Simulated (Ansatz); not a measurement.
Geometry optimisation, Ansatz, RKS B3LYP-D4/def2-SVP.

Input file:

```yaml
crystal:
  periodic: [false, false, false]
  atoms:
    - { symbol: "N", position_ang: [1.7191, 0.1046, -1.1258] }
    - { symbol: C, position_ang: [0.8977, -0.2434, -0.192] }
    - { symbol: Se, position_ang: [0.5582, -1.2747, 1.5521] }
    - { symbol: C, position_ang: [-0.3537, -0.2743, 0.4532] }
    - { symbol: O, position_ang: [-1.3813, -1.0258, -0.2707] }
    - { symbol: O, position_ang: [-0.8953, 0.9556, 0.9651] }
    - { symbol: H, position_ang: [1.3236, 0.7393, -1.8919] }
    - { symbol: H, position_ang: [-1.6309, -0.4202, -1.0112] }
    - { symbol: H, position_ang: [-0.149, 1.3926, 1.5041] }
basis:
  gaussian: { orbitals: def2-SVP }
hamiltonian:
  xc: b3lyp
  dispersion: d4
relax:
  f_tol: 0.015
  max_steps: 40
```

Command:

```bash
$ ansatz run input.yaml --threads 2 --pin off --max-ram 3072MiB --backend cpu --events-out ev --progress --plain --runs-dir out
```

Where does it end, and by what steps?

The forces met the threshold. After 18 steps the energy has fallen by 1.609 eV; H8 moved furthest, 0.89 Å.

```
step  energy less start (eV)  largest force component (eV/Å)  accepted
   0                  0.0000                           5.733       yes
   1                 -0.9121                           3.802       yes
   2                 -1.2374                           1.177       yes
   3                 -1.3009                           0.592       yes
   4                 -1.3097                           1.103       yes
   5                 -1.3550                           0.317       yes
   6                 -1.3771                           0.488       yes
   7                 -1.3458                           1.996        no
   8                 -1.4171                           0.557       yes
   9                 -1.4675                           0.927       yes
  10                 -1.4906                           1.830       yes
  11                 -1.4480                           0.593        no
  12                 -1.5768                           0.835       yes
  13                 -1.5918                           0.547       yes
  14                 -1.6025                           0.316       yes
  15                 -1.6061                           0.133       yes
  16                 -1.6085                           0.094       yes
  17                 -1.6088                           0.027       yes
  18                 -1.6089                           0.013       yes
```

```xyz
9
Properties=species:S:1:pos:R:3
N 1.883 0.034 -0.941
C 0.999 -0.293 -0.093
Se 0.939 -1.314 1.491
C -0.434 -0.086 0.102
O -1.304 -0.702 -0.680
O -0.949 0.981 0.733
H 1.470 0.601 -1.693
H -2.202 -0.556 -0.336
H -0.314 1.289 1.400
```

Run time: 76 s on 2 threads of Arm Neoverse V1 (shared host), peak memory 0.31 GiB.
